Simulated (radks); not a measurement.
Values are calculated unless marked as measured or tabulated.
Spin polarisation of the 3p1 shell in neutral aluminium. Start: [Ne] 3s2 3p(up 0.5, down 0.5); electrons of 3p are moved from spin down to spin up, other shells keep equal spins. Code: a radial shooting solver on a logarithmic mesh with Libxc functionals. Model: scalar-relativistic Kohn-Sham, PBE, spin-polarised, spherical densities, finite nucleus; Fermi nuclear charge, rms radius of each element as measured or else 0.836 A^(1/3) + 0.57 fm.

moment (Bohr magnetons),E - E(0) (eV),e(3p up) (eV),e(3p down) (eV),3s down minus up (eV),2p down minus up (eV),2s down minus up (eV)
0,0.000,-2.712,-2.712,0.000,0.000,0.000
0.25,-0.012,-2.802,-2.611,0.189,0.018,0.014
0.5,-0.048,-2.881,-2.499,0.378,0.035,0.028
0.75,-0.108,-2.950,-2.372,0.569,0.053,0.041
1,-0.193,-3.010,-2.223,0.764,0.070,0.055

At moment 1 the spin-polarisation energy is -0.193 eV and the 3p exchange splitting 0.787 eV, that is 0.787 eV per Bohr magneton; E = -I m^2/4 would give I = 0.771 eV.
